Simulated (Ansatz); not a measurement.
How methods differ on BH2I (SMILES [H]B([H])I)

BH2I has 4 atoms, charge 0, and is taken as a singlet. SMILES: `[H]B([H])I`. The shape is that of a GFN2-xTB optimisation.

```xyz
4

B     0.1203    0.2004    0.0092
H     1.2856    0.1646    0.0405
H    -0.4568    1.2139    0.0077
I    -0.9490   -1.5789   -0.0574
```

Each level gives the energy change with the B1–H3 bond stretched from 1.166 to 1.458 Å (eV). The values are calculated.

| level | kind | program | value (eV) | less FCI/STO-3G |
| --- | --- | --- | --- | --- |
| HF/STO-3G (restricted) | Hartree–Fock | Ansatz | 1.10 | +0.32 |
| SVWN5/STO-3G (restricted) | LDA | Ansatz | 0.84 | +0.06 |
| BLYP/STO-3G (restricted) | GGA | Ansatz | 0.79 | +0.01 |
| PBE0/STO-3G (restricted) | global hybrid | Ansatz | 0.90 | +0.12 |
| CAM-B3LYP/STO-3G (restricted) | range-separated hybrid | Ansatz | 0.92 | +0.14 |
| B2PLYP/STO-3G (restricted) | double hybrid | Ansatz | 0.90 | +0.12 |
| RPA@PBE/STO-3G (restricted) | RPA | Ansatz | 0.73 | -0.05 |
| CCSD/STO-3G (restricted) | coupled cluster or CI | Ansatz | 0.79 | +0.01 |
| CCSDTQ/STO-3G (restricted) | coupled cluster or CI | Ansatz | 0.78 | 0.00 |
| FCI/STO-3G | exact in the basis | Ansatz | 0.78 | 0.00 |

FCI/STO-3G is exact within its basis and frozen core, so for wave-function methods in that basis the difference is their error; functionals converge differently with the basis, so for them it is only a difference. All-electron rows without a relativistic Hamiltonian named are non-relativistic. The first shape isn't each level's own minimum. The values span 0.73 to 1.10 eV. All rows use very small basis sets, so even the best lies far from the true value. In the correlated wave-function rows the outer d shell of I is correlated, in sets not made for it.
